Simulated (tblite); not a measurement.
Compound: C6H11NSSi.
Structure used (GFN2-xTB), in Å, numbered top down from 1:
```xyz
20
C6H11NSSi angstrom
C      3.0571    0.5402    0.1831
C      2.3287   -0.7728   -0.0291
S      0.9565   -0.6301   -1.2294
C     -0.3378    0.0997   -0.1809
C     -1.0005   -0.8837    0.8043
C     -2.4866   -0.6781    0.4374
Si    -2.0137    0.4035   -1.0690
C     -2.5853    2.1768   -0.9602
N     -2.9474    3.2606   -0.8808
H      3.8851    0.3976    0.8752
H      3.4495    0.9097   -0.7618
H      2.3909    1.2950    0.5971
H      1.9085   -1.1593    0.8994
H      2.9946   -1.5215   -0.4573
H      0.1001    0.9695    0.3074
H     -0.7792   -0.6566    1.8469
H     -0.6830   -1.9055    0.5986
H     -3.0140   -1.6063    0.2328
H     -3.0374   -0.1555    1.2175
H     -2.1911   -0.0725   -2.4341
```

Computed values, GFN2-xTB/tblite, gas phase, harmonic and unscaled. This tight-binding method is rough: wavenumbers can miss measured ones by several per cent, in bad cases by 10 to 20. Modes of hydrogen on silicon can be 10 to 20 % off. One conformer, not necessarily the lowest.

Harmonic wavenumbers (cm⁻¹): 30.4, 36.6, 69.1, 90.1, 96.9, 145.9, 192.0, 226.5, 296.9, 314.0, 327.6, 337.0, 469.6, 521.6, 594.6, 617.5, 665.4, 674.5, 700.9, 743.2, 786.5, 846.3, 893.0, 985.7, 1013.8, 1022.3, 1031.4, 1057.7, 1076.7, 1100.6, 1176.7, 1199.6, 1218.1, 1229.1, 1254.3, 1281.6, 1407.5, 1446.9, 1457.8, 1482.0, 1490.9, 1495.2, 2325.0, 2348.8, 2956.4, 2982.5, 2985.7, 2998.6, 3000.4, 3005.2, 3019.3, 3020.0, 3028.2, 3041.4.

A = 1919, B = 629.6, C = 555.2 MHz; mass 157.038 u (most abundant isotopes); point group C1, symmetry number 1.

Task: What is the zero-point energy?

Result: Half the sum of the wavenumbers: 33908 cm⁻¹ = 96.95 kcal/mol.

Task: Give the ideal-gas entropy at 273.15 K and 1 bar in the rigid-rotor, harmonic-oscillator model (classical rotation).

Result: Translation 40.65, rotation 30.29, vibration 36.58: S = 107.5 cal/(mol K).

Task: And Cp and H(273.15 K) − H(0)?

Result: Cp = 40.89 cal/(mol K), of which vibrations give 32.95 (their classical limit is 54 R = 107.3); H(273.15 K) − H(0) = 7.05 kcal/mol without the zero-point energy, 4.88 from vibrations.

Task: How do the functions run with temperature in this model?

Result: 
```
T (K)  S (cal/(mol K))  Cp (cal/(mol K))  H − H(0) (kcal/mol)  G − H(0) (kcal/mol)  ln q(vib)
  100             77.2              22.5                 1.57                -6.15       3.28
  200             96.1              33.0                 4.35               -14.86       6.95
  300            111.5              43.8                 8.19               -25.26      10.29
  500            138.4              62.3                18.90               -50.32      16.53
  800            171.9              79.9                40.46               -97.06      25.05
 1000            190.6              87.7                57.26              -133.35      30.21
```

q(vib) and H(0) count from the zero-point level.

Task: What must be added to the electronic energy to get the Gibbs energy at 273.15 K and 1 bar?

Result: ZPE + [H(273.15 K) − H(0)] − T·S = 96.95 + 7.05 − 29.37 = 74.63 kcal/mol.

Hindered rotation and anharmonicity are outside this model. Other conformers, if any are populated, would add a mixing term that is left out. The structure is chiral; the term R ln 2 for an equal mix with its mirror image is left out.
